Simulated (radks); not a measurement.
Q: All-electron calculation, non-relativistic Kohn-Sham, exchange-only LDA, spin-polarised, spherical densities, point nucleus; open shells are filled with parallel spins first (spin-orbit coupling, left out, can overturn this in heavy ions). Program: a radial shooting solver on a logarithmic mesh with Libxc functionals. Response by self-consistent Sternheimer equations with the Hartree and adiabatic exchange-only LDA kernel. Rank Ge3+, Rb8+, Kr7+, Zn+, As4+, Se5+, Br6+, Cu, Ga2+ (NIST ground configurations) by static dipole polarisability, largest first.

A: Cu 47.34, Zn+ 18.12, Ga2+ 9.846, Ge3+ 6.204, As4+ 4.255, Se5+ 3.086, Br6+ 2.329, Kr7+ 1.812, Rb8+ 1.443 bohr^3.
